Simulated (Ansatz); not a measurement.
Coupled-cluster diagnostics for B3W3, Ansatz.

Geometry of the doublet (PBE-D4/def2-SVP):

```xyz
6

W     1.4464   -0.1054    0.0771
W    -0.3980   -1.5179   -0.5939
W    -1.2822    0.4344    0.5256
B     0.0884   -0.7824    1.4792
B     0.2893    1.5943   -0.1589
B    -0.1439    0.3770   -1.3291
```

In the def2 sets W takes a core potential; there is no spin–orbit coupling. Correlated methods freeze 3 core orbitals; core or outer-core shells of W are correlated, in sets that lack core-valence functions. The structure comes from a short search, and lower isomers may exist.

Q: Estimate the CCSD(T) correlation energy, the shares of MP2 and (T), T1 and the reference's ⟨S²⟩ for: charge 0, doublet, own geometry in def2-SVP; and the rough time on 4 threads of Arm Neoverse V1 on a shared host.

A: 
```tsv
state	basis	correlation (eV)	MP2 share (%)	(T) share (%)	T1	⟨S²⟩ (pure)	wall time	remarks
charge 0, doublet, own geometry	def2-SVP	-37.535	102.5	8.3	0.083	2.82 (0.75)	6.1 min	large T1, spin-contaminated
```
Customary marks for T1 are 0.02 (closed shells), 0.045 (open shells) and about 0.05 (3d metals). T1 exceeds 0.02 in 1 of 1 rows and 0.045 in 1; the higher it lies, the less the single-reference result can be trusted.
